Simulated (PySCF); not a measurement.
Molecular orbitals of SbF

PBE0 at R = 1.973 Å; Sb def2-SVPD with ECP28, F def2-SVPD; scalar-relativistic core potentials (PySCF 2.14). State: singlet, one real π or δ orbital doubly filled, a mixture of terms (⟨Lz²⟩ = 2.0), a second solution, started from another occupation. Only the outer orbitals are listed, counted within each symmetry, core potentials removing the inner ones.

```tsv
orbital	occ.	ε (eV)	on Sb (%)	main shells (%)
5σ	2	-31.03	3	96 F s
6σ	2	-15.38	71	70 Sb s, 27 F p
3π	2	-11.38	4	95 F p
3π	2	-11.31	4	96 F p
7σ	2	-11.19	43	57 F p, 28 Sb s, 15 Sb p
4π	2	-5.34	97	96 Sb p
4π	0	-4.31	97	96 Sb p
8σ	0	-1.66	106	95 Sb p
```

Problem. Which are the highest filled and the lowest empty level, where do they sit, and how wide is the gap?

Solution. Highest filled 4π at -5.34 eV (in %: 96 Sb p); lowest empty 4π at -4.31 eV (in %: 96 Sb p); the gap at PBE0 is 1.03 eV. Both belong to one degenerate shell, split only by its one-sided filling, so this is no excitation gap.

| Property | Result |
| --- | --- |
| bond order (Mayer) | 0.57 |
| ⟨S²⟩ | 0.000 |
| charge on Sb (Mulliken, basis-dependent) | 0.61 |
| charge on Sb (Löwdin, basis-dependent) | 0.79 |
| dipole moment (positive dipole means Sb(−)F(+)) | -2.57 D |

Shares are Mulliken populations and can fall outside 0 to 100 %.

Spin–orbit coupling is left out.
